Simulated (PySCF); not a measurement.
Job for PySCF: R-M06-2X/def2-TZVPP on C4H6 (SMILES C=CC=C), a point of a torsion scan.

```python
from pyscf import gto, dft

mol = gto.M(
    atom='''
    C     1.30312242    1.11527970    0.64160989
    C     0.50649593    0.05994413    0.51298697
    C    -0.50650771   -0.05994189   -0.51305324
    C    -1.30310294   -1.11530176   -0.64162376
    H     1.23501530    1.95770546   -0.02756608
    H     2.04914741    1.17842916    1.41505455
    H     0.59239373   -0.77511506    1.19653477
    H    -0.59238620    0.77513438   -1.19658179
    H    -2.04914892   -1.17849234   -1.41504249
    H    -1.23494261   -1.95769742    0.02760238
    ''',
    basis='def2-tzvpp',
    charge=0, spin=0, verbose=4, max_memory=1800)
mf = dft.RKS(mol, xc='m062x').density_fit(auxbasis='def2-universal-jkfit')
mf.grids.level = 4
mf.conv_tol = 1e-9
mf.max_cycle = 150
mf.kernel()
mf.dip_moment()
```

Program output:

```
PySCF version 2.14.0

[INPUT] verbose = 4
[INPUT] num. atoms = 10
[INPUT] num. electrons = 30
[INPUT] charge = 0
[INPUT] spin (= nelec alpha-beta = 2S) = 0
[INPUT] symmetry False subgroup None
[INPUT] Mole.unit = angstrom
[INPUT] Symbol           X                Y                Z      unit          X                Y                Z       unit  Magmom
[INPUT]  1 C      1.303122420000   1.115279700000   0.641609890000 AA    2.462544480580   2.107573185287   1.212466970912 Bohr   0.0
[INPUT]  2 C      0.506495930000   0.059944130000   0.512986970000 AA    0.957138590907   0.113277988475   0.969404878770 Bohr   0.0
[INPUT]  3 C     -0.506507710000  -0.059941890000  -0.513053240000 AA   -0.957160851881  -0.113273755489  -0.969530110921 Bohr   0.0
[INPUT]  4 C     -1.303102940000  -1.115301760000  -0.641623760000 AA   -2.462507668716  -2.107614872645  -1.212493181414 Bohr   0.0
[INPUT]  5 H      1.235015300000   1.957705460000  -0.027566080000 AA    2.333840676648   3.699527151966  -0.052092341528 Bohr   0.0
[INPUT]  6 H      2.049147410000   1.178429160000   1.415054550000 AA    3.872327393762   2.226908369601   2.674065550820 Bohr   0.0
[INPUT]  7 H      0.592393730000  -0.775115060000   1.196534770000 AA    1.119461907610  -1.464755178426   2.261123013819 Bohr   0.0
[INPUT]  8 H     -0.592386200000   0.775134380000  -1.196581790000 AA   -1.119447677972   1.464791687935  -2.261211868742 Bohr   0.0
[INPUT]  9 H     -2.049148920000  -1.178492340000  -1.415042490000 AA   -3.872330247248  -2.227027762498  -2.674042760723 Bohr   0.0
[INPUT] 10 H     -1.234942610000  -1.957697420000   0.027602380000 AA   -2.333703312456  -3.699511958568   0.052160938586 Bohr   0.0

nuclear repulsion = 104.503834193702
number of shells = 80
number of NR pGTOs = 280
number of NR cGTOs = 208
basis = def2-tzvpp
ecp = {}


******** <class 'pyscf.df.df_jk.DFRKS'> ********
method = DFRKS
initial guess = minao
damping factor = 0
level_shift factor = 0
DIIS = <class 'pyscf.scf.diis.CDIIS'>
diis_start_cycle = 1
diis_space = 8
diis_damp = 0
SCF conv_tol = 1e-09
SCF conv_tol_grad = None
SCF max_cycles = 150
direct_scf = False
XC library pyscf.dft.libxc version 7.1.2
    S. Lehtola, C. Steigemann, M. J. T. Oliveira, and M. A. L. Marques,  SoftwareX 7, 1–5 (2018)
XC functionals = m062x
    Y. Zhao and D. G. Truhlar,  Theor. Chem. Acc. 120, 215 (2008)
    Y. Zhao and D. G. Truhlar,  Theor. Chem. Acc. 120, 215 (2008)
radial grids:
    Treutler-Ahlrichs [JCP 102, 346 (1995); DOI:10.1063/1.469408] (M4) radial grids

becke partition: Becke, JCP 88, 2547 (1988); DOI:10.1063/1.454033
pruning grids: <function nwchem_prune>
grids dens level: 4
symmetrized grids: False
atomic radii adjust function: <function treutler_atomic_radii_adjust>
small_rho_cutoff = 0
Set gradient conv threshold to 3.16228e-05
Initial guess from minao.
tot grids = 208680
******** <class 'pyscf.df.df.DF'> ********
auxbasis = def2-universal-jkfit
init E= -156.490711007249
  HOMO = -0.275228558476087  LUMO = -0.0850930484289556  gap/eV = 5.17385
cycle= 1 E= -155.949907337492  delta_E= 0.541  |g|= 0.275  |ddm|= 2.18
  HOMO = -0.257862527938897  LUMO = 0.0278311755397773  gap/eV = 7.77412
cycle= 2 E= -155.96311741517  delta_E= -0.0132  |g|= 0.166  |ddm|= 0.35
  HOMO = -0.297103136081763  LUMO = -0.00436800902968315  gap/eV = 7.96573
cycle= 3 E= -155.970196525525  delta_E= -0.00708  |g|= 0.0282  |ddm|= 0.141
  HOMO = -0.292080274193125  LUMO = 0.00157025143132827  gap/eV = 7.99064
cycle= 4 E= -155.97040054429  delta_E= -0.000204  |g|= 0.00879  |ddm|= 0.0305
  HOMO = -0.2921844793985  LUMO = 0.00149317005181615  gap/eV = 7.99138
cycle= 5 E= -155.970417240145  delta_E= -1.67e-05  |g|= 0.00313  |ddm|= 0.00706
  HOMO = -0.292147612079763  LUMO = 0.0016087711824504  gap/eV = 7.99352
cycle= 6 E= -155.970419882625  delta_E= -2.64e-06  |g|= 0.00031  |ddm|= 0.00227
  HOMO = -0.292153959467406  LUMO = 0.00165265837545903  gap/eV = 7.99489
cycle= 7 E= -155.970419934646  delta_E= -5.2e-08  |g|= 6.36e-05  |ddm|= 0.000547
  HOMO = -0.292162161143541  LUMO = 0.00165651524368471  gap/eV = 7.99521
cycle= 8 E= -155.97041993763  delta_E= -2.98e-09  |g|= 1.1e-05  |ddm|= 0.000149
  HOMO = -0.292163854343915  LUMO = 0.00165697749396898  gap/eV = 7.99527
cycle= 9 E= -155.970419937715  delta_E= -8.48e-11  |g|= 1.47e-06  |ddm|= 2.93e-05
  HOMO = -0.292163736686536  LUMO = 0.00165729661810232  gap/eV = 7.99528
Extra cycle  E= -155.970419937716  delta_E= -8.53e-13  |g|= 6.9e-07  |ddm|= 4.14e-06
converged SCF energy = -155.970419937716
Dipole moment(X, Y, Z, Debye): -0.00004, -0.00000, -0.00001
```

The calculation finished and met its thresholds.

Cost: about 40 core-seconds (a rough figure).
